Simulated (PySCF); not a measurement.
Job file and geometry (Å, from GFN2-xTB) of an NMR shielding run on `[SiH3]CC(=S)C1(Cl)CC1`, C₅H₉ClSSi, PySCF, GIAO PBE0/pcSseg-1 NMR shielding, non-relativistic, gas phase; density fitting, a coarse starting grid and PySCF grid level 2 are the driver's defaults:

```
$ OMP_NUM_THREADS=1 python probes_run.py task.json out

{"job": {"kind": "nmr", "xc": "PBE0", "basis": "pcSseg-1"}, "charge": 0, "multiplicity": 1}
Si     2.287725    -0.476107     0.853110
C      1.565728     0.483705    -0.668141
C      0.227464    -0.016546    -0.985116
S     -0.050641    -0.967840    -2.289733
C     -0.885050     0.307074    -0.083375
Cl    -0.421637     1.180194     1.381613
C     -2.246391     0.640966    -0.649772
C     -2.048575    -0.644073     0.072853
H      3.446237    -1.219356     0.360171
H      1.297050    -1.411752     1.378986
H      2.674035     0.509000     1.858241
H      2.219267     0.348536    -1.527014
H      1.532056     1.541081    -0.408462
H     -2.802959     1.429898    -0.168249
H     -2.333298     0.615903    -1.726234
H     -2.001590    -1.556136    -0.504039
H     -2.466417    -0.752518     1.061648
```

Q: What does the program print?

A: 
```
coarse grid: 15888 points
cycle   1  E = -1342.9573893859  dE =  1.074e+00  |g| = 4.391e-01  |ddm| = 3.960e+00
cycle   2  E = -1342.8662159236  dE =  9.117e-02  |g| = 7.562e-01  |ddm| = 1.382e+00
cycle   3  E = -1343.0051585655  dE = -1.389e-01  |g| = 1.529e-01  |ddm| = 1.072e+00
cycle   4  E = -1343.0110213833  dE = -5.863e-03  |g| = 4.337e-02  |ddm| = 2.338e-01
cycle   5  E = -1343.0115128263  dE = -4.914e-04  |g| = 1.077e-02  |ddm| = 6.918e-02
cycle   6  E = -1343.0115417656  dE = -2.894e-05  |g| = 2.558e-03  |ddm| = 1.572e-02
cycle   7  E = -1343.0115430685  dE = -1.303e-06  |g| = 1.123e-03  |ddm| = 4.639e-03
final grid: 139808 points
cycle   8  E = -1343.0597957363  dE = -3.364e-05  |g| = 1.028e-02  |ddm| = 3.839e-02
cycle   9  E = -1343.0597268401  dE =  6.890e-05  |g| = 1.868e-02  |ddm| = 3.452e-02
cycle  10  E = -1343.0598210329  dE = -9.419e-05  |g| = 2.784e-03  |ddm| = 2.634e-02
cycle  11  E = -1343.0598229357  dE = -1.903e-06  |g| = 4.320e-04  |ddm| = 3.441e-03
cycle  12  E = -1343.0598229775  dE = -4.177e-08  |g| = 9.738e-05  |ddm| = 6.029e-04
cycle  13  E = -1343.0598229794  dE = -1.926e-09  |g| = 4.122e-05  |ddm| = 1.483e-04
cycle  14  E = -1343.0598229798  dE = -4.195e-10  |g| = 9.062e-06  |ddm| = 5.250e-05
converged SCF energy = -1343.0598229798

GIAO shielding tensors (ppm)
atom      isotropic    diamagn.    paramagn.     s11        s22        s33       span
  0 Si     413.334     878.129    -464.795    393.161    396.996    449.844     56.683
  1 C      140.729     252.610    -111.881    107.142    138.370    176.674     69.531
  2 C      -81.856     256.277    -338.133   -238.528   -136.273    129.233    367.760
  3 S     -220.620    1058.324   -1278.944  -1091.293   -223.960    653.394   1744.687
  4 C      125.191     248.328    -123.137     97.461     99.436    178.675     81.214
  5 Cl     740.596    1149.592    -408.995    552.193    669.786    999.811    447.618
  6 C      149.254     253.357    -104.103     95.843    174.554    177.365     81.522
  7 C      149.911     250.646    -100.735     96.650    173.145    179.938     83.288
  8 H       27.638      28.360      -0.722     23.617     25.528     33.768     10.151
  9 H       27.897      29.014      -1.117     23.686     28.809     31.195      7.509
 10 H       27.456      28.770      -1.314     23.701     26.246     32.422      8.721
 11 H       27.957      30.579      -2.622     23.883     27.585     32.402      8.520
 12 H       27.931      30.825      -2.894     24.293     27.802     31.700      7.407
 13 H       30.012      30.915      -0.904     24.044     28.025     37.966     13.922
 14 H       29.669      31.510      -1.841     23.958     28.307     36.743     12.784
 15 H       29.187      30.985      -1.797     23.356     27.851     36.355     12.999
 16 H       30.126      30.589      -0.463     24.318     28.273     37.787     13.469
```

Q: Turn these shieldings into chemical shifts. Chemical shifts δ = σref − σ; ²⁹Si (σ = 349.16 ppm) and ¹³C (σ = 186.93 ppm) and ¹H (σ = 31.72 ppm) vs TMS; CS2 for ³³S (σ = 503.73 ppm); HCl for ³⁵Cl (σ = 949.78 ppm), all at this level.

A: Averaging equivalent atoms: Si 0: -64.2; C 2: 268.8; C 4: 61.7; C 1: 46.2; C 6/7: 37.3; S 3: 724; Cl 5: 209; H 8/9/10: 4.05; H 11/12: 3.77; H 14/15: 2.29; H 13/16: 1.65 ppm. 

Size and cost of the density-fitted run: 202 basis functions, 77 s wall time on 1 thread of an Arm Neoverse N1, shared host; peak memory 0.92 GiB.
